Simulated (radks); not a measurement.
The numbers below are computed, except where a source is named.
Q: These are the eigenvalues of the occupied orbitals of an atom or ion with whole-number occupations (eV). Level of theory: Dirac Kohn-Sham, PBE, spin-unpolarised, spherical densities, point nucleus (a radial shooting solver on a logarithmic mesh with Libxc functionals).

| orbital | eigenvalue |
|---|---|
| 1s1/2 | -51805.90 |
| 2s1/2 | -8583.161 |
| 2p1/2 | -8155.846 |
| 2p3/2 | -7409.221 |
| 3s1/2 | -1903.661 |
| 3p1/2 | -1718.028 |
| 3p3/2 | -1563.891 |
| 3d3/2 | -1244.433 |
| 3d5/2 | -1210.808 |
| 4s1/2 | -377.0261 |
| 4p1/2 | -304.3174 |
| 4p3/2 | -270.0079 |
| 4d3/2 | -150.3721 |
| 4d5/2 | -144.1756 |
| 5s1/2 | -47.4039 |
| 5p1/2 | -27.9173 |
| 5p3/2 | -23.5495 |
| 6s1/2 | -3.7060 |
| 4f5/2 | -3.4674 |
| 4f7/2 | -2.6834 |

Which element is it, and in what charge state? The configuration may be excited. Open shells, if any, are shared by 2j + 1.

A: Z = 65, terbium, charge 0: Tb in [Xe] 4f9 6s2. The list shows which subshells hold electrons but not how many an open one holds; the 1s level, -1903.8 hartree, gives Z - s = 61.7 by -(Z - s)^2/2, which with screening and relativity narrows Z to a few neighbours, and the depths of the outer levels then fix element, charge and occupations together.
